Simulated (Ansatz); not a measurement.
Molecule: Si2F6, net charge 0, singlet state. 
Coordinates optimised at B3LYP-D3(BJ)/def2-TZVP (Ansatz, an electronic-structure program):
SMILES: [Si](F)([Si](F)(F)F)(F)F
```xyz
8

F      1.6046    -1.5923    -0.2008
Si     1.1619    -0.0853    -0.0296
F      1.7497     0.7453    -1.2384
F      1.7944     0.4691     1.3079
Si    -1.1619     0.0853     0.0296
F     -1.6044     1.5910     0.2126
F     -1.7937    -0.4583    -1.3127
F     -1.7506    -0.7548     1.2313
```

Total electronic energies in hartree. Valence correlation only, unless marked. No spin-orbit coupling. Non-relativistic. CBS marks a two-point X^-3 extrapolation of the correlation energy; Hartree-Fock from the larger set. The bracket is a focal-point correction in the basis named.

| level | program | energy (Eh) |
|---|---|---|
| HF/aug-cc-pV(Q+d)Z | Ansatz | -1175.27175 |
| RI-HF/aug-cc-pV(T+d)Z | Ansatz | -1175.21717 |
| RI-HF/cc-pV(T+d)Z | Ansatz | -1175.20244 |
| RI-HF/aug-cc-pV(Q+d)Z | Ansatz | -1175.27143 |
| BLYP/def2-TZVPD | Ansatz | -1178.72388 |
| r2SCAN/def2-TZVPD | Ansatz | -1178.47633 |
| B3LYP/def2-TZVPD | Ansatz | -1178.79833 |
| PBE0/def2-QZVPP | Ansatz | -1178.00076 |
| BHLYP-D4/def2-TZVPD | Ansatz + dftd4 | -1178.57172 |
| r2SCAN0-D4/def2-TZVPD | Ansatz + dftd4 | -1178.38966 |
| HSE06/def2-TZVPD | Ansatz | -1177.91305 |
| LC-wPBE-D3(BJ)/def2-TZVPD | Ansatz + dftd3 | -1178.26051 |
| LC-wPBE-D4/def2-TZVPD | Ansatz + dftd4 | -1178.26365 |
| wB97M-V/def2-TZVPD | Ansatz | -1178.60201 |
| wB97X-V/def2-TZVPD | Ansatz | -1178.46859 |
| MP2/cc-pV(Q+d)Z | Ansatz | -1177.14755 |
| SCS-MP2/cc-pV(T+d)Z | Ansatz | -1176.86935 |
| SCS-MP2/cc-pwCVTZ | Ansatz | -1176.92313 |
| CCSD/6-31G | Ansatz | -1175.34990 |
| CCSD/cc-pV(T+d)Z | Ansatz | -1176.92097 |
| CCSD(T)/STO-3G | Ansatz | -1159.76043 |
| RI-MP2/CBS(cc-pV(T+d)Z,cc-pV(Q+d)Z)+[CCSD(T)-MP2]/cc-pV(D+d)Z | Ansatz | -1177.2987 |
| CCSD(T)/CBS(cc-pV(T+d)Z,cc-pV(Q+d)Z) | Ansatz | -1177.3172 |

Totals of different functionals don't rank their quality; only differences between species are comparable.
